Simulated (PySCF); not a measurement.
Compound: cyclo-(Cl2SiS)4.
Z-matrix (Å and degrees, PBE0-D3(BJ)/def2-SVP geometry), rows numbered from 1:
```
Si
Cl  1  2.0448
Cl  1  2.0409  2  109.63
S   1  2.1303  2  112.49  3   115.50
Si  4  2.1407  1  102.71  2    45.62
Cl  5  2.0435  4  104.42  1   156.39
Cl  5  2.0419  4  110.52  1   -86.10
S   5  2.1302  4  115.35  1    31.97
Si  8  2.1388  5  103.02  4    73.87
Cl  9  2.0449  8  104.67  5  -155.94
Cl  9  2.0407  8  110.23  5    86.72
S   9  2.1311  8  115.42  5   -31.45
Si 12  2.1406  9  102.39  8   -74.58
Cl 13  2.0412 12  109.96  9   -85.99
Cl 13  2.0444 12  104.84  9   156.40
S  13  2.1290 12  115.60  9    32.21
```

Computed at PBE0/pcSseg-1 (PySCF, non-relativistic), with Q(35Cl) = −0.0817 b, Q(33S) = −0.0678 b: Cl2, 35Cl (I = 3/2): χzz = -46.72 MHz, η = 0.061; S4, 33S (I = 3/2): χzz = 28.07 MHz, η = 0.622; Cl7, 35Cl (I = 3/2): χzz = -47.09 MHz, η = 0.039.

Task: Where would the pure quadrupole (NQR) lines of 35Cl at Cl2 fall for the rigid, isolated species?

Result: From ν = (|χ|/2)√(1 + η²/3): ν = 23.37 MHz (chlorine bonded to Si). For 37Cl the ratio of quadrupole moments, 0.7881, gives 18.42 MHz.

Task: Find the zero-field quadrupole resonance frequencies of 33S at S4.

Result: From ν = (|χ|/2)√(1 + η²/3): ν = 14.91 MHz (sulfur bonded to 2 Si).

Task: Find the zero-field quadrupole resonance frequencies of 35Cl at Cl7.

Result: From ν = (|χ|/2)√(1 + η²/3): ν = 23.55 MHz (chlorine bonded to Si). For 37Cl the ratio of quadrupole moments, 0.7881, gives 18.56 MHz.

Task: Apply the simplest Townes–Dailey estimate (no s hybridisation, no π bonding), ionic character = 1 − χzz/χ0, where χ0 is the coupling for one missing p electron along the bond: −109.74 MHz for 35Cl.

Result: Cl2 on Si1: 1 − (-46.72)/(-109.74) = 0.57; Cl7 on Si5: 1 − (-47.09)/(-109.74) = 0.57. In this model a purely covalent bond gives χ0 and a free halide ion gives zero; s hybridisation or π bonding, where present, is counted here as ionic character.

In a crystal, neighbours and librations shift these lines. These gradients aren't converged with respect to the basis.

These values come from a run that also computed NMR shieldings. The run took 3.3 min wall, 7.0 min CPU (with the writing of density and orbital grids) on Intel Xeon Platinum 8375C at 2.90 GHz, 2 threads, shared host, and the process peaked at 4.2 GiB of memory.

One conformer stands for the species.
